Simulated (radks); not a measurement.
All-electron atom: Ir I in [Xe] 4f12 5d9 6s2 (not the ground configuration). Method: Dirac Kohn-Sham, LDA (Slater exchange, Perdew-Wang correlation), spin-unpolarised, spherical densities, finite nucleus; open shells are shared between the two j in proportion to 2j + 1; Fermi nuclear charge, rms radius 5.4032 fm; computed with a radial shooting solver on a logarithmic mesh with Libxc functionals.

X-ray form factor f0, the Fourier transform of the density (f0(0) = 77):

| sin(theta)/lambda (1/angstrom) | f0 (electrons) |
|---|---|
| 0.05 | 75.860 |
| 0.1 | 72.889 |
| 0.15 | 68.984 |
| 0.2 | 64.853 |
| 0.25 | 60.852 |
| 0.3 | 57.113 |
| 0.4 | 50.530 |
| 0.5 | 45.056 |
| 0.6 | 40.478 |
| 0.8 | 33.140 |
| 1 | 27.393 |
| 1.25 | 22.014 |
| 1.5 | 18.413 |
| 2 | 14.431 |
